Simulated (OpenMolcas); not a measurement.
# Au5+: moving or changing the point charges

Au5+ among 4 point charges of -2.5 e arranged as a tetrahedron (Td), 1.99 Å from the ion.

```json
{"Program": "OpenMolcas", "Method": "CASSCF", "Basis": "ANO-RCC-VTZP [8s7p5d3f1g]", "Scalar Hamiltonian": "DKH2, point nucleus", "Active space": "6 electrons in 5 orbitals (5d)", "State averaging": "2S+1 = 5 even, 5 roots; 2S+1 = 3 even, 45 roots; 2S+1 = 1 even, 50 roots", "Spin-orbit coupling": "state interaction with AMFI integrals over the reference wave functions"}
```

Runs around this geometry, states (labels of Td). Energies in cm-1 above the lowest state or level, χT in cm3 K/mol; 10Dq and B are least-squares fits to the states below 45000 cm-1, weighted by degeneracy, with a free offset, and given where the rms deviation is under 5 % of |10Dq| (or 100 cm-1) and under 700 cm-1; 10Dq is negative for this site.

```tsv
R (Å)	q (e)	Ground state	First state of that spin	10Dq	B (rms of fit)	First gap with spin-orbit (degeneracies)	χT at 300 K	First state of another spin
1.99	-2	5E	5T2 2521	-2486	999 (27)	122.1 (1, 3)	4.961	3T1 19967
1.82	-2.5	5E	5T2 4366	-4334	995 (50)	232.9 (1, 2)	4.543	3T1 18684
1.99	-2.5	5E	5T2 3001	-2969	998 (33)	152.1 (1, 3)	4.863	3T1 19666
2.1	-2.5	5E	5T2 2375	-2344	999 (26)	114.7 (1, 3)	4.982	3T1 20041
```

Taking |10Dq| as R^-n, n = -ln(2344 / 4334) / ln(2.1 / 1.82) = 4.3 between the shortest and longest distance. The point-charge formula for a cubic d site gives n = 5.

Scaling the charges by -2 / -2.5 = 0.80 scales |10Dq| by 2486 / 2969 = 0.84; with fixed orbitals a first-order splitting would follow the charge.

An orbital doublet at a regular site is open to a Jahn-Teller distortion, which this geometry leaves out. Without dynamic correlation the repulsion within the d shell is too large (B by tens of per cent), so at a given field states of lower spin stand too high. Point charges give a weaker field than real ligands, and real ions of this kind are as a rule low spin; the high spin found here belongs to the model. The ground term spreads over less than 5000 cm-1, several times less than with real ligands, so orbital moments are less quenched and χT lies further from the spin-only value than at real sites. Spin-orbit coupling mixes the spin-free states strongly: the lowest level takes only 55 % from its leading state, 5E (figures for R = 1.99, q = -2; the like holds for R = 1.82, q = -2.5, R = 1.99, q = -2.5, R = 2.1, q = -2.5). Point charges carry no covalency, so the field is a model and not that of real ligands. No measured value stands beside these numbers.
